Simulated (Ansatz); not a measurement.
SiCl4. Charge 0, multiplicity 1. Geometry relaxed at PBE-D4/def2-SVP.

| atom | x (Å) | y (Å) | z (Å) |
| --- | --- | --- | --- |
| Si1 | -0.0006 | -0.0005 | -0.0003 |
| Cl2 | 1.0978 | -1.3637 | 1.0701 |
| Cl3 | -0.7924 | -0.9102 | -1.6604 |
| Cl4 | 1.2139 | 1.5475 | -0.5824 |
| Cl5 | -1.5186 | 0.7269 | 1.1730 |

Question: Estimate the harmonic wavenumbers at RKS PBE-D4/def2-SVP (Ansatz, unscaled). Is this a minimum?

Answer: 137, 137, 206, 206, 206, 402, 614, 615, 615 cm⁻¹. Yes, no mode is imaginary beyond noise. Zero-point energy 18.8 kJ/mol. Run time 27 s (2 threads of Arm Neoverse V1 on a shared host).
